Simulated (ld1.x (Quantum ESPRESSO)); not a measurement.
## PBEsol PAW dataset for gold (Au), scalar-relativistic all-electron reference.

The input file (ld1.x (Quantum ESPRESSO) 7.5):

```
&input
   title='Au', zed=79., rel=1, dft='PBESOL', iswitch=3,
   config='[Xe] 4f14 5d10 5f-2 6s1 6p0',
   nld=4, rlderiv=2.35, eminld=-10.0, emaxld=5.0, deld=0.04
 /
 &inputp
   pseudotype=3, lpaw=.true., tm=.true., lloc=-1, rcloc=0.65,
   nlcc=.true., new_core_ps=.true., rcore=0.55,
   which_augfun='PSQ', rmatch_augfun=0.55,
   file_pseudopw='Au.UPF', file_wfcaegen='ae.wfc', file_wfcncgen='nc.wfc', file_beta='beta', file_chi='chi', file_wfcusgen='us.wfc'
 /
7
5S  1  0   2.00   0.00  1.20  1.35  0.0
6S  2  0   1.00   0.00  1.20  1.35  0.0
5P  2  1   6.00   0.00  1.70  2.15  0.0
6P  3  1   0.00   0.00  1.70  2.15  0.0
5D  3  2  10.00   0.00  0.50  0.55  0.0
5D  3  2   0.00  -0.05  0.50  0.55  0.0
5F  4  3  -2.00   0.15  1.70  2.10  0.0
 &test
   configts(1)='5s2 5p6 5d10 6s1 6p0'
 /
```

Command:

```bash
ld1.x < Au.in > Au.out
```

Output (shortened: banner, matrices, multipoles, cross overlaps and the repeated all-electron block are left out):

```
[... start of the log left out ...]
     s(3D/3D) =  1.000000  <r> =   0.1677  <r2> =    0.0329  r(max) =   0.1378
     s(5S/5S) =  1.000000  <r> =   0.9266  <r2> =    0.9637  r(max) =   0.8441
     s(5P/5P) =  1.000000  <r> =   1.0729  <r2> =    1.3036  r(max) =   0.9565
     s(4D/4D) =  1.000000  <r> =   0.4585  <r2> =    0.2429  r(max) =   0.4088
     s(4F/4F) =  1.000000  <r> =   0.4987  <r2> =    0.3016  r(max) =   0.3746
     s(5D/5D) =  1.000000  <r> =   1.6192  <r2> =    3.1812  r(max) =   1.2129
     s(6S/6S) =  1.000000  <r> =   2.8452  <r2> =    9.3488  r(max) =   2.3234
     s(6P/6P) =  1.000000  <r> =   5.0741  <r2> =   31.6865  r(max) =   3.5539

     ------------------------ End of All-electron run ------------------------

     --------------------- Generating PAW atomic setup --------------------

      Generating local potential from pseudized AE potential:
      Matching radius rcloc =   0.6500

      Local pseudo, rcloc= 0.657 Estimated cut-off energy=    57.04 Ry

      Computing core charge for nlcc:

       r > 0.55 : true rho core
      Core charge pseudized with two Bessel functions
      Integrated core pseudo-charge :  43.63
      Wfc-us  5S rcutus= 1.357  Estimated cut-off energy=    29.44 Ry
      Wfc-us  6S rcutus= 1.357  Estimated cut-off energy=    57.26 Ry
      Wfc-us  5P rcutus= 2.129  Estimated cut-off energy=    19.73 Ry
      Wfc-us  6P rcutus= 2.129  Estimated cut-off energy=    14.89 Ry
      Wfc-us  5D rcutus= 0.552  Estimated cut-off energy=   527.29 Ry
      l=   2 integral=    0.000003476 r(ikk)     0.699808990

 %%%%%%%%%%%%%%%%%%%%%%%%%%%%%%%%%%%%%%%%%%%%%%%%%%%%%%%%%%%%%%%%%%%%%%%%%%%%%%
     Error in routine compute_chi (1):
     chi too large beyond r_c
 %%%%%%%%%%%%%%%%%%%%%%%%%%%%%%%%%%%%%%%%%%%%%%%%%%%%%%%%%%%%%%%%%%%%%%%%%%%%%%

     stopping ...
```

The run stopped because the function χ = (ε − T − V_loc)φ does not vanish beyond the cutoff radius.

The run took about 0.67 s on one core of a shared server CPU.
